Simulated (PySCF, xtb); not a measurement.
AgF, SMILES [Ag][F], multiplicity 1.

Harmonic wavenumbers (cm⁻¹) from xtb with GFN2-xTB at its own minimum, in rising order: 413.

Problem. What does PBE-D3(BJ)/def2-TZVPD run with PySCF 2.14.0 give at its own minimum? (Estimate from the structure and the level; the computed values follow.)

Solution. 476. Paired by order, the mean absolute difference is 63 cm⁻¹ and the zero-point energies are 0.6 and 0.7 kcal/mol.
